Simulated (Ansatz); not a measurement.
Consider the cleavage of the Si–Si bond: `[AlH2][SiH]([SiH3])[SiH3]` + `[NH2][AlH][Cl]` → `[SiH3][NH][AlH][Cl]` + `[AlH2][SiH2][SiH3]`.

Computed with Ansatz on PBE0-D4/def2-TZVP structures; ΔE is electronic, products minus reactants. CCSD(T)/CBS is the MP2 limit (def2-TZVPP, def2-QZVPP) plus CCSD(T) − MP2 in def2-TZVPP, frozen cores. Functionals use def2-TZVPP. Each species was taken in one conformer, which may not be the lowest.

```
                    species  ωB97X-V energy (Eh)
`[AlH2][SiH]([SiH3])[SiH3]`          -1116.15103
           `[NH2][AlH][Cl]`           -759.21395
      `[SiH3][NH][AlH][Cl]`          -1049.89156
       `[AlH2][SiH2][SiH3]`           -825.48586
```

**Question.** Work out ΔE.

**Answer.** ΔE = (-1049.89156) + (-825.48586) − (-1116.15103) − (-759.21395) = -0.01244 Eh = -0.34 eV. CCSD(T)/CBS gives -0.34 eV.

Largest T1 diagnostic among the species: 0.014.

From PBE to PBE0 (25 % exact exchange), in def2-TZVPP and without D4, ΔE moves by −0.06 eV. In def2-TZVPP, CCSD(T) changes the Hartree–Fock value by +0.20 eV (the triples alone add +0.03 eV) and MP2 by +0.16 eV.
